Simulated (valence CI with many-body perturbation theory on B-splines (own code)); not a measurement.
Level structure of Au XLI

Computed by relativistic CI+MBPT: three valence electrons over a frozen Dirac-Fock core [Kr], radial functions for each j: 9 s, 9 p, 10 d, 8 f, 5 g, 3 h, 1 i, with the one-electron correlation potential Σ1, the two-electron term Σ2, the three-electron term Σ3, Breit, model QED; selected CI, second order for the rest (own B-spline code, finite nucleus).

No measured spectrum was set against this ion. As an estimate, large intervals hold to a few tenths of a per cent, small ones and those within an open d or f shell to about a per cent. Only levels of the ground parity were solved; by the run's estimate the other parity begins above the list, which can be wrong where configurations are misplaced.

Levels 1 to 19 of 19, with energies above the lowest level, (4d3/2^3) J=3/2. "Leading %" is the weight of the configuration and term that name the level; weights of strongly mixed levels are sums over their largest components and can fall short. In the jj column 3d3/2^4 stands for four electrons in 3d with j = 3/2.

```csv
No.,Configuration,Term,J,E (cm⁻¹),Leading %,Second component,Leading jj
1,4d3,4F,3/2,0,46,38 % 4d3 2D,4d3/2^3 (98 %)
2,4d3,4F,5/2,182070,83,15 % 4d3 2D,4d3/2^2 4d5/2 (99 %)
3,4d3,4P,3/2,202480,39,31 % 4d3 4F,4d3/2^2 4d5/2 (98 %)
4,4d3,2G,7/2,217360,49,34 % 4d3 4F,4d3/2^2 4d5/2 (97 %)
5,4d3,2H,9/2,219070,46,42 % 4d3 2G,4d3/2^2 4d5/2 (99 %)
6,4d3,4P,1/2,220730,58,42 % 4d3 2P,4d3/2^2 4d5/2 (100 %)
7,4d3,2D,5/2,295770,41,36 % 4d3 4P,4d3/2^2 4d5/2 (94 %)
8,4d3,4F,7/2,395620,65,32 % 4d3 2G,4d3/2 4d5/2^2 (98 %)
9,4d3,4F,9/2,412050,51,41 % 4d3 2H,4d3/2 4d5/2^2 (98 %)
10,4d3,4P,3/2,426730,41,38 % 4d3 2D,4d3/2 4d5/2^2 (99 %)
11,4d3,2P,1/2,436870,58,42 % 4d3 4P,4d3/2 4d5/2^2 (100 %)
12,4d3,2D,5/2,441680,38,38 % 4d3 4P,4d3/2 4d5/2^2 (95 %)
13,4d3,2H,11/2,445260,100,,4d3/2 4d5/2^2 (100 %)
14,4d3,2D,5/2,470330,44,41 % 4d3 2F,4d3/2 4d5/2^2 (98 %)
15,4d3,2F,7/2,473970,79,19 % 4d3 2G,4d3/2 4d5/2^2 (98 %)
16,4d3,2D,3/2,538550,77,18 % 4d3 2P,4d3/2 4d5/2^2 (94 %)
17,4d3,2G,9/2,624250,50,36 % 4d3 4F,4d5/2^3 (98 %)
18,4d3,2D,3/2,669230,45,39 % 4d3 2P,4d5/2^3 (95 %)
19,4d3,2D,5/2,704620,60,22 % 4d3 2F,4d5/2^3 (96 %)
```

The ionisation energy to 4d2 3F_2 of the next ion comes out as 1905.2 eV (NIST: 1904 ± 4 eV (theoretical)). All 19 levels together are meant to be complete up to 732750 cm⁻¹.
